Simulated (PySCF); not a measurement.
Energy landscape of F₂Mg, singlet: map of symmetric stretch and bend. Scanned: Mg-F bond length and F-Mg-F angle.

Cartesian coordinates as functions of the variables (Å; names that start with a are angles):
```
Mg  0  0  0
F  r*sin(a/2)  0  r*cos(a/2)
F  -r*sin(a/2)  0  r*cos(a/2)
```

Level of theory: PySCF with PBE0/cc-pVDZ.

Energy in kcal/mol above the lowest grid point; x is the Mg-F bond length (Å), y the F-Mg-F angle (°).

```csv
y \ x,1.49,1.58,1.66,1.75,1.84,1.93,2.01,2.10,2.19,2.28,2.36
180,57.7,20.8,5.1,0.0,3.6,12.8,24.0,38.7,54.6,70.9,85.5
171.36,58.0,21.1,5.4,0.2,3.8,13.0,24.2,38.9,54.7,71.1,85.7
162.73,58.8,21.9,6.1,0.9,4.5,13.7,24.8,39.5,55.4,71.7,86.3
154.09,60.3,23.3,7.4,2.2,5.7,14.8,26.0,40.6,56.4,72.7,87.2
145.45,62.4,25.4,9.5,4.2,7.6,16.7,27.7,42.2,58.0,74.2,88.6
136.82,65.3,28.2,12.3,6.8,10.2,19.1,30.1,44.4,60.0,76.1,90.5
128.18,69.1,31.9,15.8,10.2,13.4,22.2,33.0,47.3,62.7,78.6,92.8
119.55,73.9,36.5,20.3,14.5,17.5,26.1,36.7,50.7,65.9,81.7,95.7
110.91,80.1,42.4,25.9,19.8,22.5,30.8,41.1,54.9,69.8,85.3,99.0
102.27,88.4,50.0,32.9,26.4,28.6,36.4,46.5,59.8,74.4,89.6,103.0
93.64,99.8,60.0,42.0,34.6,36.1,43.4,53.0,65.9,80.1,94.8,107.9
85,116.9,74.3,54.5,45.5,45.9,52.2,61.1,73.3,86.9,101.1,113.7
```

Points that lie below all their neighbours on the grid: x = 1.75, y = 180 on the edge of the grid (0.0 kcal/mol).
